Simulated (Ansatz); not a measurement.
Geometry optimisation, RKS B3LYP/def2-SVP (Ansatz).

Input:

```yaml
crystal:
  periodic: [false, false, false]
  atoms:
    - { symbol: Si, position_ang: [-1.0876, -0.8661, -0.0561] }
    - { symbol: C, position_ang: [0.052, 0.4927, 0.3454] }
    - { symbol: C, position_ang: [-0.15571, 1.49467, 1.17642] }
    - { symbol: Cl, position_ang: [-1.62173, 1.81177, 2.1178] }
    - { symbol: I, position_ang: [1.2552, 2.99308, 1.4417] }
    - { symbol: H, position_ang: [-2.3826, -0.5904, 0.7058] }
    - { symbol: H, position_ang: [-1.4398, -0.7814, -1.5092] }
    - { symbol: H, position_ang: [-0.544, -2.1332, 0.281] }
    - { symbol: H, position_ang: [1.01858, 0.45246, -0.22608] }
basis:
  gaussian: { orbitals: def2-SVP }
hamiltonian:
  xc: b3lyp
relax:
  f_tol: 0.015
  max_steps: 40
```

Command:

```bash
$ ansatz run input.yaml --threads 2 --pin off --max-ram 3072MiB --backend cpu --events-out ev --progress --plain --runs-dir out
```

**Question.** Where does it end, and by what steps?

**Answer.** The forces met the threshold. After 6 steps the energy has fallen by 0.244 eV; H6 moved furthest, 0.16 Å.

```json
{"step": "0", "energy less start (eV)": "0.0000", "largest force component (eV/Å)": "2.440", "accepted": "yes"}
{"step": "1", "energy less start (eV)": "-0.1947", "largest force component (eV/Å)": "0.831", "accepted": "yes"}
{"step": "2", "energy less start (eV)": "-0.2136", "largest force component (eV/Å)": "0.595", "accepted": "yes"}
{"step": "3", "energy less start (eV)": "-0.2338", "largest force component (eV/Å)": "0.432", "accepted": "yes"}
{"step": "4", "energy less start (eV)": "-0.2432", "largest force component (eV/Å)": "0.066", "accepted": "yes"}
{"step": "5", "energy less start (eV)": "-0.2436", "largest force component (eV/Å)": "0.037", "accepted": "yes"}
{"step": "6", "energy less start (eV)": "-0.2437", "largest force component (eV/Å)": "0.014", "accepted": "yes"}
```

```xyz
9
Properties=species:S:1:pos:R:3
Si -1.173 -0.862 -0.068
C 0.024 0.536 0.338
C -0.142 1.562 1.180
Cl -1.575 1.837 2.128
I 1.376 3.039 1.477
H -2.456 -0.728 0.666
H -1.426 -0.853 -1.539
H -0.522 -2.159 0.281
H 0.987 0.502 -0.187
```

Whether the end is a true minimum wasn't checked by a vibrational analysis.

The run took 18 s on 2 threads of Intel(R) Xeon(R) 6975P-C (Granite Rapids), with other jobs on the host, peak memory 0.3 GiB.
